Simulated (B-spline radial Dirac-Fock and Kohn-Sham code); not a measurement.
# Two-hole binding energies of Ir⁵⁵⁺

System: the Ir⁵⁵⁺ ion, configuration [Ar] 3d4.

Input file task.json (cfg lists n, l and occupation; rrms is the nuclear radius in fm):

```json
{"items": [{
  "Z": 77,
  "q": 55,
  "cfg": [[1, 0, 2], [2, 0, 2], [2, 1, 6], [3, 0, 2], [3, 1, 6], [3, 2, 4]],
  "A": 193,
  "rrms": 5.4032,
  "do": ["binding", "quiet", "double"]
}]}
```

Command: `python xray_run.py task.json out`

Method: multi-electron Dirac-Fock with separately optimised hole states, Breit and Lamb-shift corrections added in first order. Computed with a radial atomic solver. U is the two-hole binding energy less the two single-hole energies, the effective repulsion of the holes after relaxation. Each two-hole energy is an average over J within one jj subconfiguration.

```csv
holes,E(a) (eV),E(b) (eV),E(ab) (eV),U (eV)
1s⁻¹ 2p1/2⁻¹,79877.9,16513.7,96924.6,533.0
1s⁻¹ 2p3/2⁻¹,79877.9,14884.1,95207.7,445.7
1s⁻¹ 3p1/2⁻¹,79877.9,6188.2,86279.1,213.1
2s⁻¹ 2p1/2⁻¹,17086.3,16513.7,?,?
2p1/2⁻²,16513.7,16513.7,33420.8,393.3
2s⁻¹ 2p3/2⁻¹,17086.3,14884.1,32262.7,292.3
2p1/2⁻¹ 2p3/2⁻¹,16513.7,14884.1,31741.0,343.1
2p3/2⁻²,14884.1,14884.1,30099.4,331.2
2p1/2⁻¹ 3s⁻¹,16513.7,6428.7,23111.1,168.6
2s⁻¹ 3p3/2⁻¹,17086.3,5784.3,23034.6,164.0
2p3/2⁻¹ 3s⁻¹,14884.1,6428.7,21478.2,165.4
2p3/2⁻¹ 3p1/2⁻¹,14884.1,6188.2,21249.2,176.9
3p1/2⁻²,6188.2,6188.2,12516.6,140.3
3p1/2⁻¹ 3p3/2⁻¹,6188.2,5784.3,12100.5,128.0
```

Q: Give the missing two-hole energy and U.

A: E(ab) = 33910.3 eV and U = 310.3 eV.
